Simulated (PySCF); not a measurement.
**Working out the excitation energy of Sn+**

Sn+ [Kr] 4d10 5s2 5p1 (2P) → Sn+ [Kr] 4d10 5s1 5p1 6s1 (4P). Computed with PySCF 2.14 in aug-cc-pVDZ-PP with ECP28MDF (5s4p3d, 32 functions), with scalar relativity through the core potential. Frozen: 4s2 4p6 4d10. Energies in hartree (1 hartree = 27.21139 eV):

| part | Sn+ (lower) | Sn+ (upper) |
| --- | --- | --- |
| UHF | -213.083444 | -212.644851 |
| CCSD correlation | -0.040071 | -0.010230 |
| (T) | -0.000390 | -0.000054 |

What does Hartree-Fock give?

(-212.644851) − (-213.083444) = 0.438593 hartree = 11.935 eV.

What do CCSD and CCSD(T) give?

The CCSD correlation energies differ by 0.029841 hartree = 0.812 eV and the triples by 0.000336 hartree = 0.009 eV, so CCSD gives 12.747 eV and CCSD(T) 12.756 eV.

A double-zeta basis recovers only part of the correlation energy.
